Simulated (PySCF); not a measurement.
## Removing an electron from `ClC[C@H]1C=CC[SiH2]1`

C₅H₉ClSi.
Structure used (PBE0-D3(BJ)/def2-SVP), in Å, numbered top down from 1:
```
atom  x, y, z in Å
Cl1    2.6729   -2.0728    2.9516
C2     3.3612   -1.4488    1.4149
C3     2.2800   -0.9454    0.4705
C4     1.3533   -2.0404   -0.0020
C5     0.0801   -2.0514    0.4178
C6    -0.4107   -0.9611    1.3343
Si7    1.0182    0.2785    1.2338
H8     4.0628   -0.6486    1.6883
H9     3.9335   -2.2809    0.9777
H10    2.8050   -0.4867   -0.3876
H11    1.7440   -2.8356   -0.6479
H12   -0.6009   -2.8541    0.1132
H13   -0.5605   -1.3473    2.3575
H14   -1.3768   -0.5458    1.0050
H15    0.7120    1.3651    0.2515
H16    1.4520    0.9087    2.5153
```

Level: CAM-B3LYP/def2-SVPD (PySCF). Frontier orbitals with their largest atomic shares (Löwdin; up to four atoms above 4 %):

```csv
orbital,ε (eV),main atoms
HOMO−3,-10.04,"Cl1 57 %, C3 8 %, Si7 8 %, C6 6 %"
HOMO−2,-9.91,"Cl1 70 %, C2 10 %, C3 6 %, C6 4 %"
HOMO−1,-9.52,"Cl1 24 %, C3 18 %, Si7 14 %, C6 10 %"
HOMO,-8.59,?
LUMO,0.93,"C5 14 %, Si7 12 %, C4 11 %, Cl1 10 %"
LUMO+1,1.25,"Si7 21 %, Cl1 21 %, C5 7 %, C6 7 %"
LUMO+2,1.53,"Cl1 26 %, C4 14 %, C2 10 %, C5 10 %"
```

Question: What vertical ionisation energy does ΔSCF give, and how far is −ε(HOMO) from it?

Answer: ΔSCF: 9.29 eV (896 kJ/mol; threshold wavelength 133 nm); ⟨S²⟩ of the doublet left behind is 0.753, against 0.75 for a pure doublet. −ε(HOMO) is 8.59 eV, 0.70 eV below it. In exact Kohn–Sham theory the two would be equal; CAM-B3LYP (range-separated hybrid) falls short of its own ΔSCF value by 8 %.

Question: On which atoms does the HOMO lie?

Answer: C4 (alkene CH carbon) 33 %, C5 (alkene CH carbon) 31 %, C6 (sp3 carbon bound to silicon) 9 %, C3 (sp3 carbon bound to silicon) 6 %, so no atom holds as much as 40 %. The HOMO−1 lies 0.93 eV lower.

Question: What kinetic energy would electrons from this vertical process carry with Lyman-α light (10.199 eV)?

Answer: 10.20 − 9.29 = 0.91 eV.

Question: Shift the occupied levels rigidly so that −ε(HOMO) equals the ΔSCF value. What binding energies result?

Answer: The shift is +0.70 eV: HOMO 9.29, HOMO−1 10.22, HOMO−2 10.61, HOMO−3 10.74 eV. A rigid shift is only a rough guide to the deeper ionisations.

Question: How many of the 10 lowest singlet excitations (vertical TDDFT, same level) lie below the ionisation energy?

Answer: All 10; they run from 6.71 to 7.96 eV.

The structure is a single PBE0-D3(BJ)/def2-SVP conformer in the gas phase; no vibrational or solvent corrections.

These values come from a run that also computed excited states and ΔSCF ions. Time: 3.6 min (with the writing of density and orbital grids); peak memory 1.1 GiB. Hardware: Intel Xeon Platinum 8259CL at 2.50 GHz, one thread, no GPU, shared host with 96 logical CPUs at a one-minute load of 24.
